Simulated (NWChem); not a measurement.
MgHOCl; SMILES [OH][Mg][Cl]

```xyz
4

Mg     0.1205     0.4149     0.0055
Cl    -0.2483    -1.7521    -0.0095
O      0.4141     2.1411     0.0175
H      0.5747     3.0782     0.0240
```
Atoms are numbered in this order, from 1.

All runs use the structure optimised with PBE0/def2-SVP.

Question: List the 4 lowest vertical singlet excitations from PBE0/def2-SVPD, TDA (NWChem).

Answer: 
| state | energy (eV) | oscillator strength | leading excitation (squared amplitude) |
|---|---|---|---|
| S1 | 5.55 | 0.026 | HOMO → LUMO (0.98) |
| S2 | 5.55 | 0.026 | HOMO−1 → LUMO (0.98) |
| S3 | 6.04 | 0.071 | HOMO−2 → LUMO (0.98) |
| S4 | 6.04 | 0.071 | HOMO−3 → LUMO (0.98) |
